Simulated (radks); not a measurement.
The numbers below are computed, except where a source is named.
Q: Successive ionisation energies (eV) of one element, from differences of total energies of ions in their ground configurations, starting at charge 0: 5.950, 20.775, 30.127, 50.792, 66.230, 82.511, 99.548, 117.27, 135.63. Code: a radial shooting solver on a logarithmic mesh with Libxc functionals. Model: Dirac Kohn-Sham, PBE, spin-unpolarised, spherical densities, finite nucleus; open shells fill j = l - 1/2 first; Fermi nuclear charge, rms radius 5.4759 fm. Which element is it?

A: Thallium (Z = 81). The first species listed is Tl in [Hg] 6p1, the last Tl8+ in [Xe] 4f14 5d5.
